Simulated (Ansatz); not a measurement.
```yaml
crystal:
  periodic: [true, true, true]
  atoms:
    - {symbol: Si, position_ang: [-1.821716, 0.961501, 0.509018]}
    - {symbol: Si, position_ang: [0.386295, 1.298725, -0.190086]}
    - {symbol: Si, position_ang: [1.524126, -0.694381, 0.236845]}
    - {symbol: O, position_ang: [0.540015, -1.884441, 0.810749]}
    - {symbol: Si, position_ang: [0.449807, -2.719718, -0.694028]}
    - {symbol: H, position_ang: [-1.825938, 0.719894, 1.975224]}
    - {symbol: H, position_ang: [-2.634005, 2.173495, 0.218267]}
    - {symbol: H, position_ang: [-2.413632, -0.204613, -0.191940]}
    - {symbol: H, position_ang: [0.480018, 1.636292, -1.635648]}
    - {symbol: H, position_ang: [1.015780, 2.402114, 0.589295]}
    - {symbol: H, position_ang: [2.825908, -0.634344, 0.946408]}
    - {symbol: H, position_ang: [-0.382114, -1.654670, -1.450451]}
    - {symbol: H, position_ang: [1.875955, -1.434557, -1.108950]}
basis:
  gaussian: {orbitals: aug-cc-pVDZ}
hamiltonian: {xc: {name: PBEsol}}
```

```sh
$ ansatz run in.yaml --threads 4 --pin off --events-out ev --progress --plain --max-ram 10444MiB
```

Shortened log:

```
Error: YAML parse error: error: line 2 column 3: crystal: missing field `lattice` (a structure is typed as `lattice` and `atoms`, a molecule's as `atoms` in Å alone, or read from a run's directory, `checkpoint`)
 --> <input>:2:3
1 | crystal:
2 |   periodic: [true, true, true]
3 |   atoms:
4 |     - {symbol: Si, position_ang: [-1.821716, 0.961501, 0.509018]}
```

In this input the molecule is marked periodic without a cell. The input was rejected before any iteration.
